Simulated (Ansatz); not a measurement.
BFHO (SMILES [OH+]=BF) moved off its minimum; all values from Ansatz (a program for electronic structure), cores frozen in correlated methods.
(charge 1, multiplicity 1)
```xyz
4

O     -1.1215     0.1126     0.2263
B     -0.0285    -0.0380     0.0528
F      1.2835    -0.0104    -0.3389
H     -1.9132    -0.1023     0.8707
```

```csv
level,largest force (eV/Å),on atom,rms difference from CCSD(T)/aug-cc-pVTZ (eV/Å),dipole (D)
HF/def2-TZVPP,18.59,B2,0.604,-
PBE/def2-TZVPP,18.57,B2,0.252,-
r2SCAN/def2-TZVPP,18.57,B2,0.241,-
B3LYP/def2-TZVPP,18.31,B2,0.343,-
wB97M-V/def2-TZVPP,18.42,B2,0.276,-
MP2/aug-cc-pVTZ,19.16,B2,0.045,-
CCSD(T)/aug-cc-pVTZ,19.04,B2,0.000,-
```

The differences count from one level among others, with limits of its own. Forces at CCSD(T)/aug-cc-pVTZ (eV/Å):

```csv
atom,Fx,Fy,Fz
O1,-15.445,0.649,4.600
B2,18.515,-1.044,-4.314
F3,-4.916,-0.352,1.641
H4,1.846,0.748,-1.927
```
